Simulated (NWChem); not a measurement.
Program: NWChem. System: BiF$_{3}$, charge 0, spin multiplicity 1, at a geometry optimised with PBE/def2-SVP with def2 effective core potentials on Bi. The structure started from a generated list of species. Level: G0W0@PBE0/def2-SVPD with def2 effective core potentials on Bi, RI basis def2-svpd-rifit, no spin-orbit coupling.

Input file:

```
start mol
memory heap 200 mb stack 700 mb global 1700 mb
geometry units angstroms nocenter noautoz
  Bi     0.002257     0.254081     0.000000
  F     -0.887493    -0.773226     1.525262
  F     -0.887493    -0.773226    -1.525262
  F      1.754169    -0.796738     0.000000
  symmetry group Cs
end
basis spherical
  * library def2-svpd
end
ecp
  Bi library def2-ecp
end
basis "ri basis" bse spherical
  * library def2-svpd-rifit
end
dft
  xc pbe0
  iterations 100
  direct
  tolerances tight
end
task dft energy
gw
  states alpha occ 4 vir 2
end
task dft gw
```

NWChem printed:

```
             Northwest Computational Chemistry Package (NWChem) 7.3.0
             --------------------------------------------------------

                                NWChem Input Module
                                -------------------

 Scaling coordinates for geometry "geometry" by  1.889725989
 (inverse scale =  0.529177249)

 Turning off AUTOSYM since
 SYMMETRY directive was detected!

                             Geometry "geometry" -> ""
                             -------------------------

 Output coordinates in angstroms (scale by  1.889725989 to convert to a.u.)

  No.       Tag          Charge          X              Y              Z
 ---- ---------------- ---------- -------------- -------------- --------------
    1 Bi                  83.0000     0.00225700     0.25408100     0.00000000
    2 F                    9.0000    -0.88749300    -0.77322600     1.52526200
    3 F                    9.0000    -0.88749300    -0.77322600    -1.52526200
    4 F                    9.0000     1.75416900    -0.79673800     0.00000000

 Effective nuclear repulsion energy (a.u.)     622.6461467950

            Nuclear Dipole moment (a.u.)
            ----------------------------
        X                 Y               Z
 ---------------- ---------------- ----------------
    -0.0000415740     0.0000245664     0.0000000000

      Symmetry information
      --------------------

 Group name             Cs
 Group number              2
 Group order               2
 No. of unique centers     3

      Symmetry unique atoms

     1    2    4


 Summary of "ao basis" -> "" (spherical)
 ------------------------------------------------------------------------------
       Tag                 Description            Shells   Functions and Types
 ---------------- ------------------------------  ------  ---------------------
 *                         def2-svpd                  on all atoms

 Summary of "ri basis" -> "" (spherical)
 ------------------------------------------------------------------------------
       Tag                 Description            Shells   Functions and Types
 ---------------- ------------------------------  ------  ---------------------
 *                      def2-svpd-rifit               on all atoms

                                 NWChem DFT Module
                                 -----------------

 Summary of "ao basis" -> "ao basis" (spherical)
 ------------------------------------------------------------------------------
       Tag                 Description            Shells   Functions and Types
 ---------------- ------------------------------  ------  ---------------------
 Bi                        def2-svpd                12       32   5s4p3d
 F                         def2-svpd                 9       23   4s3p2d

 Summary of "ao basis" -> "ao basis" (spherical)
 ------------------------------------------------------------------------------
       Tag                 Description            Shells   Functions and Types
 ---------------- ------------------------------  ------  ---------------------
 Bi                        def2-svpd                12       32   5s4p3d
 F                         def2-svpd                 9       23   4s3p2d

      Symmetry analysis of basis
      --------------------------

        a'         61
        a"         40

            General Information
            -------------------
          SCF calculation type: DFT
          Wavefunction type:  closed shell.
          No. of atoms     :     4
[...]
  ----- ------------  ---------------      ----- ------------  ---------------
     4      0.428197  1 Bi s                  3      0.381085  1 Bi s
    84      0.305197  4 F  py                38      0.303264  2 F  py
    61      0.303264  3 F  py                 1     -0.270238  1 Bi s
    13      0.250431  1 Bi py                87     -0.217158  4 F  py
    41     -0.215654  2 F  py                64     -0.215654  3 F  py

 Vector   26  Occ=0.000000D+00  E=-8.039328D-02  Symmetry=a'
              MO Center= -5.8D-02,  5.3D-01,  2.2D-10, r^2= 3.6D+00
   Bfn.  Coefficient  Atom+Function         Bfn.  Coefficient  Atom+Function
  ----- ------------  ---------------      ----- ------------  ---------------
    15      0.663440  1 Bi px                12      0.577247  1 Bi px
     6     -0.255417  1 Bi px                28      0.244281  1 Bi d -2
    84      0.174452  4 F  py                87     -0.144932  4 F  py
    81     -0.136126  4 F  s                 18     -0.135121  1 Bi d -2
    90     -0.133533  4 F  py                83     -0.123463  4 F  px

 Vector   27  Occ=0.000000D+00  E=-8.039013D-02  Symmetry=a"
              MO Center=  6.7D-02,  5.3D-01, -2.2D-10, r^2= 3.6D+00
   Bfn.  Coefficient  Atom+Function         Bfn.  Coefficient  Atom+Function
  ----- ------------  ---------------      ----- ------------  ---------------
    17      0.663471  1 Bi pz                14      0.577266  1 Bi pz
     8     -0.255426  1 Bi pz                29      0.243986  1 Bi d -1
    38      0.149136  2 F  py                61     -0.149136  3 F  py
    19     -0.133863  1 Bi d -1              85      0.129719  4 F  pz
    41     -0.123926  2 F  py                64      0.123926  3 F  py

 Vector   28  Occ=0.000000D+00  E=-6.886420D-02  Symmetry=a'
              MO Center=  3.9D-03,  4.4D-01,  3.2D-14, r^2= 4.0D+00
   Bfn.  Coefficient  Atom+Function         Bfn.  Coefficient  Atom+Function
  ----- ------------  ---------------      ----- ------------  ---------------
     4      0.844442  1 Bi s                 16     -0.683817  1 Bi py
    13     -0.509117  1 Bi py                 3      0.472501  1 Bi s
     5     -0.317315  1 Bi s                  1     -0.284060  1 Bi s
     7      0.227310  1 Bi py                32      0.206182  1 Bi d  2
    83     -0.206951  4 F  px                86      0.183927  4 F  px

 center of mass
 --------------
 x =   0.00054124 y =   0.06096764 z =   0.00000000

 moments of inertia (a.u.)
 ------------------
         487.052084690068           1.286951498893           0.000000000000
           1.286951498893         631.313485648180           0.000000000000
           0.000000000000           0.000000000000         487.025155774771

     Multipole analysis of the density
     ---------------------------------

     L   x y z        total         alpha         beta         nuclear
     -   - - -        -----         -----         ----         -------
     0   0 0 0     -0.000000    -25.000000    -25.000000     50.000000

     1   1 0 0      0.019019      0.137484      0.137484     -0.255948
     1   0 1 0      2.136535     15.472559     15.472559    -28.808584
     1   0 0 1      0.000000      0.000000      0.000000      0.000000

     2   2 0 0    -35.992384    -92.759434    -92.759434    149.526483
     2   1 1 0      0.037098      0.399118      0.399118     -0.761138
     2   1 0 1     -0.000000     -0.000000     -0.000000      0.000000
     2   0 2 0    -31.824772    -47.980097    -47.980097     64.135421
     2   0 1 1     -0.000000     -0.000000     -0.000000      0.000000
     2   0 0 2    -35.993167    -92.766877    -92.766877    149.540586

 Task  times  cpu:        4.0s     wall:        4.0s

                                NWChem Input Module
                                -------------------

                                 NWChem GW Module
                                 ----------------

                             ***********************
                             ***        GW       ***
                             ***********************

 Summary of "ri basis" -> "ri basis" (spherical)
 ------------------------------------------------------------------------------
       Tag                 Description            Shells   Functions and Types
 ---------------- ------------------------------  ------  ---------------------
 Bi                     def2-svpd-rifit             35      137   10s9p8d6f2g
 F                      def2-svpd-rifit             20       64   7s6p5d2f

                 Memory Information
                 ------------------
          Available GA per process is          1699.9 MBs
          Available stack per process is        700.0 MBs
          Available heap per process is           0.0 MBs

          Peak memory in Initialization
              Peak GA per process is                  7.7 MBs
              Peak stack per process is               0.1 MBs
              Peak heap per process is                8.0 MBs
              Memory not in MA per process            0.0 MBs

          Peak memory in AFF Calculation
              Peak GA per process is                 39.0 MBs
              Peak stack per process is              27.5 MBs
              Peak heap per process is                0.0 MBs
              Memory not in MA per process           27.5 MBs

          Computing 2-center integrals
          Computing Inverse Cholesky factor
          Computing 3-center integrals
          Computing V_xc ...

          Computing Sigma_x
          Computing RPA polarizability
          Solving quasiparticle equations

                  Alpha Orbitals
          State     Energy (eV)     Error (eV)
          -----------------------------------
@GW        22        -12.845           0.004
@GW        23        -12.845           0.004
@GW        24        -12.796           0.004
@GW        25        -11.890           0.004
@GW        26          0.335           0.002
@GW        27          0.335           0.002

   Applying  -1.5701 eV scissor-shift to rest of particle states

   Applying   2.5226 eV scissor-shift to rest of hole states

     GW Timing Statistics
   ------------------------
   Init.   :          0.0s
     ERIs  :          0.5s
     Distr.:          0.0s
     Vxc   :          0.6s
   Sigma_x :          0.0s
   RPA     :          1.1s
   Wmn     :          0.0s
   Sigma_c :          0.0s
   GW total:          2.3s

 Task  times  cpu:        2.3s     wall:        2.3s

 Total times  cpu:        6.3s     wall:        6.3s
```
